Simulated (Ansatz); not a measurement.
The first iterations of a band of CH₆OSSi₂ (11 atoms, charge 0, multiplicity 1).

The calculation used RKS PBE/def2-SVP in Ansatz.

- movable images: 5
- climbing image: yes
- spring: 5.0 eV/Å²
- optimiser: quadratic models (default)
- start path: IDPP
- force threshold: 0.03 eV/Å
- iteration limit: 60
- end points: relaxed

Image 0:

```xyz
11
Properties=species:S:1:pos:R:3
Si -1.926 1.060 1.108
S 0.056 1.469 0.305
Si 0.725 -0.522 -0.103
C 2.073 -0.796 -1.311
O 0.680 -1.114 -1.703
H -2.369 2.343 1.746
H -2.892 0.664 0.027
H -1.858 -0.036 2.135
H 0.325 -1.503 0.951
H 2.512 0.056 -1.867
H 2.740 -1.680 -1.268
```

Image 6:

```xyz
11
Properties=species:S:1:pos:R:3
Si -1.478 1.215 0.515
S 0.465 1.196 1.519
Si 1.206 -0.580 0.594
C 1.075 -0.957 -1.196
O 0.037 -1.485 -0.266
H -2.064 2.529 0.947
H -1.323 1.206 -0.978
H -2.355 0.093 0.977
H 2.140 -1.311 1.501
H 0.683 -0.212 -1.916
H 1.680 -1.751 -1.677
```

| iteration | highest image above the first end (eV) | largest band force component (eV/Å) |
| --- | --- | --- |
| 1 | 0.112 | 0.620 |
| 2 | 0.039 | 0.242 |
| 3 | 0.025 | 0.084 |
| 4 | 0.023 | 0.035 |

Question: Does the band converge within its limit, and where does its top end?

Answer: The forces met the threshold. It ended after 13 iterations with the highest image 0.021 eV above the first end. A vibrational analysis at the climbing image gives one clearly imaginary mode, 42i cm⁻¹: a first-order saddle point.

Time of the run: 4.1 min on 2 threads of Arm Neoverse N1, with other jobs on the host, peak memory 0.15 GiB.
